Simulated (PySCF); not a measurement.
# The third ionisation energy along group 14

All values are computed (PySCF 2.14, energy differences of UHF-based or UKS calculations, no spin-orbit coupling). Values in eV. The last column holds reference values (NIST; (s) semi-empirical, (t) theoretical, else measured). Unmarked ones compare directly (S terms, centres of terms, or small fine structure); those marked * lie between the lowest fine-structure levels and include a spin-orbit shift.

```tsv
element	configurations	UHF	MP2 (valence)	CCSD (valence)	CCSD(T) (valence)	CCSDT (valence)	FCI (valence)	reference
C (def2-SVP, non-relativistic)	[He] 2s2 → [He] 2s1	45.453	46.544	47.443	47.443	47.443	47.443	47.888
Si (def2-SVP, non-relativistic)	[Ne] 3s2 → [Ne] 3s1	31.913	32.711	33.100	33.100	33.100	33.100	33.493
Sn (def2-SVP with the def2 core potential (28 electrons), ECP)	[Kr] 4d10 5s2 → [Kr] 4d10 5s1	28.557	29.151	29.439	29.439	29.439	29.439	30.506
```

```json
{"method": "UHF", "elements": "3", "mean error (eV)": "-1.988", "mean absolute error (eV)": "1.988", "largest error (eV)": "-2.435"}
{"method": "MP2 (valence)", "elements": "3", "mean error (eV)": "-1.160", "mean absolute error (eV)": "1.160", "largest error (eV)": "-1.355"}
{"method": "CCSD (valence)", "elements": "3", "mean error (eV)": "-0.635", "mean absolute error (eV)": "0.635", "largest error (eV)": "-1.067"}
{"method": "CCSD(T) (valence)", "elements": "3", "mean error (eV)": "-0.635", "mean absolute error (eV)": "0.635", "largest error (eV)": "-1.067"}
{"method": "CCSDT (valence)", "elements": "3", "mean error (eV)": "-0.635", "mean absolute error (eV)": "0.635", "largest error (eV)": "-1.067"}
{"method": "FCI (valence)", "elements": "3", "mean error (eV)": "-0.635", "mean absolute error (eV)": "0.635", "largest error (eV)": "-1.067"}
```

Errors include the incompleteness of the basis and the frozen core.

"Valence" correlates the outer s and p shells and, in groups 3 to 12 and the f block, the outer d or f shell, open or full, or the next shell where the ion has no valence electron left; the wider scheme adds the next inner shell.
